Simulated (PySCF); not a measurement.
Deuteron quadrupole couplings in `CP(C)C/P=C\C(F)(F)F`

Species: C5H9F3P2.
Geometry (GFN2-xTB, Å), atoms numbered from 1 in this order:
```xyz
19
C5H9F3P2 angstrom
C     -2.318   -1.046   -0.158
P     -0.887   -0.155   -0.922
C     -1.683    1.496   -1.156
C      0.008    0.266    0.682
P      0.883   -1.257    1.242
C      2.336   -1.220    0.412
C      2.850   -0.155   -0.478
F      4.026   -0.488   -1.031
F      3.068    1.018    0.171
F      2.031    0.163   -1.502
H     -1.971   -1.990    0.258
H     -3.045   -1.261   -0.939
H     -2.794   -0.456    0.623
H     -2.421    1.417   -1.952
H     -0.924    2.213   -1.462
H     -2.169    1.841   -0.243
H     -0.722    0.564    1.440
H      0.691    1.095    0.498
H      3.030   -2.035    0.554
```

Level: PBE0/pcSseg-1 (PySCF, non-relativistic); Q(2H) = 0.00286 b; rigid geometry, the same for H and D, with no vibrational averaging.

Question: Rank these positions by the coupling χzz of a deuteron there, largest first.
A. H17 (methylene hydrogen)
B. H19 (hydrogen on carbon)
C. H11 (methyl hydrogen)

Answer: B (221 kHz), C (211 kHz), A (205 kHz).

Tabulate Vzz, the asymmetry η and χzz = 234.96 MHz × Q × Vzz for every hydrogen position.

```csv
atom,bonded to,bond length (Å),Vzz (au),η,χzz (kHz)
H11,C1,1.089,0.3136,0.02,211
H12,C1,1.088,0.3172,0.01,213
H13,C1,1.089,0.3154,0.00,212
H14,C3,1.089,0.3164,0.01,213
H15,C3,1.088,0.3161,0.01,212
H16,C3,1.089,0.3137,0.01,211
H17,C4,1.094,0.3051,0.02,205
H18,C4,1.090,0.3082,0.02,207
H19,C6,1.079,0.3295,0.09,221
```

How does χzz go with the bond length over the 9 C–H bonds?

A straight-line fit has a slope of -11.5 kHz for each 0.01 Å, with a correlation coefficient of -0.96, over lengths from 1.079 to 1.094 Å. The longer bonds have the smaller couplings here.

Isolated species at its GFN2-xTB geometry (one conformer only). GFN2-xTB bond lengths can be off by several hundredths of an ångström, more for odd bonds, and the gradients follow them. The basis is small and wasn't made for field gradients, so the couplings can be 20 % off.
